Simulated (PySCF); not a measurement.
Ga(Cl)(vinyl)(NH2) (C2H5ClGaN), SMILES C=[CH][Ga]([NH2])[Cl]. Coordinates come from a r2SCAN-D4/def2-SVP optimisation. The structure was generated by enumeration; whether it is a known compound was not checked. One conformer was computed; it need not be the lowest.

Computed equilibrium geometry at r2SCAN-D4/def2-SVP (PySCF confirms it by a frequency run) as bond lengths and angles (one conformer of several):
Atoms: Ga1 Cl2 C3 C4 H5 H6 H7 N8 H9 H10. Bonds (Å): Ga1–Cl2 2.161, Ga1–C3 1.933, Ga1–N8 1.801, C3–C4 1.343, C3–H5 1.098, C4–H6 1.098, C4–H7 1.097, N8–H9 1.014, N8–H10 1.013. Bond angles (°): Cl2–Ga1–C3 120.2, Cl2–Ga1–N8 113.3, C3–Ga1–N8 126.5, Ga1–C3–C4 122.7, Ga1–C3–H5 118.8, C4–C3–H5 118.5, C3–C4–H6 122.1, C3–C4–H7 122.4, H6–C4–H7 115.5, Ga1–N8–H9 122.4, Ga1–N8–H10 125.5, H9–N8–H10 112.1.
Charge 0, spin multiplicity 1.
